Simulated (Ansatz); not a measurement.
Basis-set extrapolation for `CC(C)C(=O)CC(=O)c1ccccc1` (PBE0-D4/def2-TZVP geometry, frozen core, Ansatz). Multiplicity 1, RHF reference.

```tsv
	def2-TZVPP	def2-QZVPP
HF	-612.536660	-612.562753
MP2 correlation	-2.394844	-2.553340
CCSD(T) correlation	-2.573848	not run
```

Energies in hartree. Use E(X) = E(∞) + A·exp(−7.88·√X) for Hartree–Fock and E(X) = E(∞) + B·X^(−2.97) for correlation, with X = 3 and 4, and add CCSD(T) minus MP2 of the smaller set to the MP2 limit.

Task: What is the CCSD(T) energy at the basis-set limit?

Result: HF limit: -612.562753 + (-0.026093) × 0.13774 = -612.56635. MP2 limit: -2.553340 + (-0.158496) × 0.74074 = -2.67074. Higher-order term: -2.573848 − (-2.394844) = -0.17900. Total: -615.41609 hartree, 191.8 kcal/mol below CCSD(T)/def2-TZVPP.
